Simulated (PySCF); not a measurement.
# Which determinant of InBi lies lowest?

Unrestricted PBE0; PySCF, scalar-relativistic core potentials, basis sets In def2-SVP with ECP28, Bi def2-SVP with ECP60. Outer shells of the fragments: In 4d10 5s2 5p1; Bi 5d10 6s2 6p3.

Followed along the bond (rough minima from three points):

```
2Ms+1  unpaired  ⟨S²⟩ at the start  R at minimum (Å)  Te (eV)
    3      π ↑↑               2.01              3.04     0.00
    1      π ↑↓               1.00              3.03     0.30
    3  σ ↑, π ↑               2.02              2.81     0.31
    1  σ ↓, π ↑               1.02              2.80     0.51
    1      none               0.00              3.01     1.06
```

Solutions found at the starting distance of 2.850 Å, counted from the lowest of them; the search is not exhaustive and high or unbound solutions are not listed, so other states can lie among these:

| 2Ms+1 | unpaired | term | E (eV) | ⟨S²⟩ | ⟨Lz²⟩ | μ (D) |
| --- | --- | --- | --- | --- | --- | --- |
| 3 | π ↑↑ | ³Σ⁻ | 0.00 | 2.01 | 0.00 | -0.91 |
| 3 | σ ↑, π ↑ | ³Π | 0.23 | 2.02 | 1.01 | -2.17 |
| 1 | π ↑↓ | mixed | 0.29 | 1.00 | 2.01 | -0.82 |
| 1 | σ ↓, π ↑ | mixed | 0.44 | 1.02 | 1.01 | -2.16 |
| 1 | none | mixed | 1.05 | 0.00 | 2.00 | -0.44 |
| 5 | σ ↑, π ↑↑↑ | ⁵Π | 1.55 | 6.01 | 1.00 | 1.69 |
| 3 | σ ↑, π ↑↑↓ | mixed | 2.09 | 3.01 | 3.01 | 1.63 |
| 3 | σ ↓, π ↑↑↑ | mixed | 2.17 | 3.02 | 1.00 | 1.89 |
| 3 | π ↑↑ | mixed | 2.77 | 2.01 | 2.01 | -0.34 |
| 3 | π ↑↑ | mixed | 3.02 | 2.01 | 2.01 | -0.74 |

A term symbol is given only where ⟨S²⟩ and ⟨Lz²⟩ are close to those of a pure state; real π, δ and φ orbitals otherwise mix terms. A positive dipole means In(−)Bi(+).

These are scalar-relativistic numbers at best; spin–orbit coupling would shift them, the dissociation energy most.
